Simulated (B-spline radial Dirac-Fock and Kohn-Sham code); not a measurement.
Satellites and hypersatellites of the K lines of Se⁵⁺

System: the Se⁵⁺ ion in the configuration [Ar] 3d10 4s1, inside a Watson sphere of charge -5 and radius 1.6 Å (a model of the Madelung potential; inside it an electron's potential energy is raised by 45.0 eV).

Model: Dirac-Fock energy differences between relaxed states, corrected for Breit and QED terms. Program: a B-spline atomic structure program. Each two-hole energy is an average over J within one jj subconfiguration, not an observable level; in light atoms, where LS coupling holds, the j-resolved values are not observed lines, and for a K spectator the Kα1 hypersatellite is nearly forbidden. Electron correlation is not included.

Lines without a spectator: Kα2 (K-L2) 11181.9 eV, Kα1 (K-L3) 11222.9 eV, Kβ3 (K-M2) 12489.9 eV, Kβ1 (K-M3) 12495.9 eV. Shifts in eV with one spectator hole (a dash: not computed, or left out as unreliable):

```csv
spectator hole,Kα2,Kα1,Kβ3,Kβ1
L2 (2p1/2),+36.5,+44.9,–,+98.6
L3 (2p3/2),+39.9,+38.7,+93.2,–
M2 (3p1/2),–,+3.92,+8.96,+11.30
M3 (3p3/2),+3.39,–,+10.39,+9.86
M4 (3d3/2),+0.12,-1.18,–,–
M5 (3d5/2),-1.33,-0.46,–,–
```

Q: Where does the K-L3 hypersatellite lie, emitted when both K electrons are missing?

A: +372.0 eV from the normal line, at 11594.9 eV. Removing both K electrons costs 25896.1 eV, which is 504.5 eV more than twice the K binding energy.

With n spectator holes in 2p, averaged over the 2p shell (energies in eV):

| n | KαLⁿ | step | hypersatellite KαʰLⁿ |
| --- | --- | --- | --- |
| 0 | 11209.2 | – | 11579.6 |
| 1 | 11249.8 | +40.6 | 11621.4 |
| 2 | 11291.4 | +41.7 | 11664.3 |
| 3 | 11334.2 | +42.8 | 11708.4 |
| 4 | 11378.1 | +43.9 | 11753.7 |
| 5 | 11423.2 | +45.1 | 11800.0 |
